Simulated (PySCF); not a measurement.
This PySCF input asks for the NMR shieldings of SMILES FC[C@@H]1C=C(Cl)[C@@H](CF)O1, C6H7ClF2O; the geometry comes from GFN2-xTB.

```python
import basis_set_exchange as bse
import numpy as np
from pyscf import gto, dft
from pyscf.prop import nmr

atoms = """
F     3.343402   -0.686001   -0.463841
C     2.389660    0.294391   -0.426312
C     1.136774   -0.227996    0.294747
C     0.372091   -1.215417   -0.533530
C    -0.839896   -0.733258   -0.767864
Cl   -2.098975   -1.422999   -1.681002
C    -1.024552    0.588116   -0.063520
C    -2.099737    0.547270    1.037882
F    -3.342274    0.724948    0.498403
O     0.239615    0.854942    0.519229
H     2.162937    0.574048   -1.459230
H     2.807249    1.145474    0.118371
H     1.450839   -0.652981    1.260235
H     0.808070   -2.129719   -0.883355
H    -1.289668    1.394274   -0.763173
H    -2.101150   -0.411834    1.564878
H    -1.921383    1.368771    1.738172
"""
names = dict.fromkeys(["F", "C", "Cl", "O", "H"], "pcSseg-1")
basis = {el: gto.basis.parse(bse.get_basis(n, elements=[el], fmt="nwchem")) for el, n in names.items()}
mol = gto.M(atom=atoms, basis=basis, charge=0, verbose=0)
mf = dft.RKS(mol, xc="PBE0")
mf.grids.level = 2
mf.grids.alignment = dft.numint.BLKSIZE   # the property module wants whole blocks of grid points
mf.conv_tol = 1e-9
mf.kernel()

calc = nmr.RKS(mf)   # GIAO
C = mf.mo_coeff
Co = C[:, mf.mo_occ > 0]
resp = mf.gen_response(singlet=True, hermi=2)
def vind(x):   # induced exchange potential for any number of trial vectors
    d = np.einsum("pi,xij,qj->xpq", C, 2 * x.reshape(-1, C.shape[1], Co.shape[1]), Co, optimize=True)
    return np.einsum("xpq,pi,qj->xij", resp(d - d.transpose(0, 2, 1)), C, Co, optimize=True).ravel()
mo1, _ = nmr.rhf.solve_mo1(calc, with_cphf=vind)
sigma = calc.kernel(mo1)
for i, s in enumerate(sigma):   # ppm
    print("%2d %-2s %9.2f" % (i, mol.atom_pure_symbol(i), np.trace(s) / 3))
```

**Question.** Give the expected output.

**Answer.** 
```
 0 F     429.58
 1 C      97.58
 2 C      97.86
 3 C      54.03
 4 C      39.84
 5 Cl    777.57
 6 C      96.48
 7 C      97.00
 8 F     422.72
 9 O     278.28
10 H      27.34
11 H      26.88
12 H      26.51
13 H      25.50
14 H      26.85
15 H      27.14
16 H      26.86
```

These numbers come from an equivalent density-fitted implementation of the same equations, which agrees with the script to about 0.01 ppm for H and up to a few tenths of a ppm for heavy atoms, so last digits may differ.

**Question.** Turn these shieldings into chemical shifts. Scale: 19F (σref 170.95) against CFCl3; TMS for 13C (σref 186.93) and 1H (σref 31.72); 35Cl (σref 949.78) vs HCl; 17O (σref 336.08) vs H2O (reference shieldings calculated alike).

**Answer.** Averaging equivalent atoms: F 8: -251.8; F 0: -258.6; C 4: 147.1; C 3: 132.9; C 6: 90.4; C 7: 89.9; C 1: 89.3; C 2: 89.1; Cl 5: 172; O 9: 57.8; H 13: 6.22; H 12: 5.20; H 14: 4.86; H 16: 4.86; H 11: 4.84; H 15: 4.58; H 10: 4.38 ppm. Unscaled 19F shifts against computed CFCl3 carry errors that often reach 10 to 50 ppm. Experimental scales use liquid or dissolved standards, which lie at an offset from isolated H2O (liquid H2O: subtract about 36 ppm).

Size and cost of the density-fitted run: 212 basis functions, 31 s wall time on 1 thread of an AMD EPYC 9R45 96-Core, shared host; peak memory 0.94 GiB.
